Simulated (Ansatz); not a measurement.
Reaction (cleavage of the Si–Si bond): `O[SiH2][SiH](O)[SiH3]` + `[AsH3]` → `O[SiH2][AsH2]` + `O[SiH2][SiH3]`

Computed with Ansatz on PBE0-D4/def2-TZVP structures; ΔE is electronic, products minus reactants. CCSD(T)/CBS adds triple-zeta CCSD(T) − MP2 to the extrapolated MP2 energy (def2 sets, frozen cores). Functionals use def2-TZVPP. B3LYP here is the variant with VWN-RPA as its local correlation; programs differ in this. For As outer-core shells are correlated without core-valence functions, which leaves a few kJ/mol of doubt a bond. Scalar relativity is left out up to krypton. One conformer a species, not always the lowest.

```
             level  ΔE (kJ/mol)  difference from CCSD(T)/CBS
            PBE-D4        -24.1                          9.7
         r2SCAN-D4        -30.2                          3.6
           PBE0-D4        -27.4                          6.4
          B3LYP-D4        -28.7                          5.1
           ωB97X-V        -29.1                          4.7
           ωB97M-V        -33.4                          0.4
            B2PLYP        -35.0                         -1.2
               PBE        -27.1                          6.7
            r2SCAN        -31.4                          2.4
              PBE0        -30.3                          3.5
             B3LYP        -33.2                          0.6
     HF/def2-TZVPP        -40.6                         -6.8
    MP2/def2-TZVPP        -39.4                         -5.6
SCS-MP2/def2-TZVPP        -38.5                         -4.7
   CCSD/def2-TZVPP        -33.5                          0.3
CCSD(T)/def2-TZVPP        -32.3                          1.5
     HF/def2-QZVPP        -41.0                         -7.2
    MP2/def2-QZVPP        -40.4                         -6.6
SCS-MP2/def2-QZVPP        -39.1                         -5.3
      HF/CBS(def2)        -41.0                         -7.2
     MP2/CBS(def2)        -40.9                         -7.1
    CCSD/CBS(def2)        -35.0                         -1.2
       CCSD(T)/CBS        -33.8                            0
```

Largest T1 diagnostic among the species: 0.013.

From PBE to PBE0 (25 % exact exchange), in def2-TZVPP and without D4, ΔE moves by −3.2 kJ/mol. The D4 term adds +4.6 kJ/mol with B3LYP and +2.9 kJ/mol with PBE0; it sums over pairs of atoms, weighted by their polarisabilities, and B3LYP, whose exchange is more repulsive, gets the larger term.
